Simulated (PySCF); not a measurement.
Bonding in `C=CP([SiH3])C1CCCC1`

C7H15PSi.
SMILES with atom numbers: `[CH2:1]=[CH:2][P:3]([SiH3:4])[CH:5]1[CH2:6][CH2:7][CH2:8][CH2:9]1` (hydrogens: H10, H11 on C1; H12 on C2; H13, H14, H15 on Si4; H16 on C5; H17, H18 on C6; H19, H20 on C7; H21, H22 on C8; H23, H24 on C9)

Structure used (GFN2-xTB), in Å, numbered top down from 1:
```xyz
24
C7H15PSi angstrom
C     -2.757   -1.579    0.422
C     -1.597   -1.278   -0.145
P     -1.328    0.087   -1.300
Si    -2.350    1.779   -0.247
C      0.450    0.502   -0.903
C      0.814    0.580    0.596
C      2.107   -0.233    0.759
C      2.683   -0.342   -0.652
C      1.438   -0.501   -1.516
H     -3.630   -0.959    0.294
H     -2.878   -2.455    1.039
H     -0.745   -1.937   -0.017
H     -3.734    1.798   -0.723
H     -1.670    3.013   -0.643
H     -2.350    1.680    1.216
H      0.620    1.479   -1.370
H      0.021    0.174    1.226
H      0.966    1.619    0.888
H      1.876   -1.231    1.135
H      2.801    0.237    1.455
H      3.378   -1.174   -0.756
H      3.203    0.580   -0.917
H      1.618   -0.299   -2.571
H      1.055   -1.520   -1.427
```

Bond orders from the PBE0/pcSseg-1 density (PySCF). One conformer (not necessarily the lowest) at the GFN2-xTB geometry, without solvent, vibrations or thermal averaging.

(1) How far do the computed orders between heavy atoms stray from the drawn ones?

(2) Set the Mayer orders of the bonds between heavy atoms beside their lengths.

## Answers

(1) The largest departure is 0.092, at P3–Si4 (drawn single, 0.908).

(2) 
```json
{"bond": "C1–C2", "drawn as": "double", "length (Å)": "1.326", "Mayer order": "1.949"}
{"bond": "C2–P3", "drawn as": "single", "length (Å)": "1.808", "Mayer order": "0.952"}
{"bond": "P3–Si4", "drawn as": "single", "length (Å)": "2.240", "Mayer order": "0.908"}
{"bond": "P3–C5", "drawn as": "single", "length (Å)": "1.869", "Mayer order": "0.965"}
{"bond": "C5–C6", "drawn as": "single", "length (Å)": "1.544", "Mayer order": "0.970"}
{"bond": "C6–C7", "drawn as": "single", "length (Å)": "1.536", "Mayer order": "1.038"}
{"bond": "C7–C8", "drawn as": "single", "length (Å)": "1.528", "Mayer order": "1.036"}
{"bond": "C8–C9", "drawn as": "single", "length (Å)": "1.524", "Mayer order": "1.028"}
{"bond": "C9–C5", "drawn as": "single", "length (Å)": "1.535", "Mayer order": "0.983"}
```

By pair of heavy elements: C–C: lowest C5–C6 (0.970, 1.544 Å), highest C1–C2 (1.949, 1.326 Å). C–P: all 2 within 0.02 of one another (0.952 to 0.965).

Q: And the bonds to hydrogen?

A: C–H: 0.93 to 0.96 (12 bonds); H–Si: 0.92 to 0.94 (3 bonds).

Q: Sum the orders of all bonds at each heavy atom with more than one neighbour and set the sums beside the valence in the SMILES.

A: C1 3.852 (drawn 4), C2 3.830 (drawn 4), P3 2.825 (drawn 3), Si4 3.712 (drawn 4), C5 3.856 (drawn 4), C6 3.907 (drawn 4), C7 3.983 (drawn 4), C8 3.973 (drawn 4), C9 3.914 (drawn 4). Orders between atoms that aren't bonded are not in these sums.

Mayer orders depend on the basis set.
